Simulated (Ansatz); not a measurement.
Gas-phase electronic energies from Ansatz, PBE0-D4/def2-TZVP geometries. CCSD(T)/CBS adds triple-zeta CCSD(T) − MP2 to the extrapolated MP2 energy (def2 sets, frozen cores). This one scheme is used for every species. Functionals use def2-TZVPP. HSE06 is defined as in plane-wave codes. Each species was taken in one conformer, which may not be the lowest.

`CB(N)O[SiH3]` → `CB(N)O` + `[SiH2]`  (silylene loss)

(1) Is it downhill or uphill in electronic energy at CCSD(T)/CBS, and by how much? (Estimate.)

(2) What do these levels give: B97M-V, HSE06-D4, revPBE, r2SCAN, LC-ωPBE, MP2/CBS(def2)? (Best estimate.)

(3) What do rigid-rotor, harmonic-oscillator terms from PBE0-D4/def2-TZVP frequencies (298.15 K, 1 bar) make of the CCSD(T)/CBS value? (An estimate is asked.)

Largest T1 diagnostic among the species: 0.014.

Results:

(1) Ansatz gave: Uphill: ΔE = +326.0 kJ/mol.

(2) The calculation gave: B97M-V 322.8, HSE06-D4 328.1, revPBE 290.8, r2SCAN 341.3, LC-ωPBE 336.3, MP2/CBS(def2) 347.3 kJ/mol.

(3) The calculation gave: ΔZPE = -9.9 kJ/mol, ΔH = +320.0 kJ/mol, ΔS = 147 J/(mol·K), ΔG = +276.1 kJ/mol.

At CCSD(T), def2-SVP lies −24.4 kJ/mol from the extrapolated value and def2-TZVPP −6.7 kJ/mol. From BLYP to BHLYP (50 % exact exchange), in def2-TZVPP and without D4, ΔE moves by +34.8 kJ/mol.
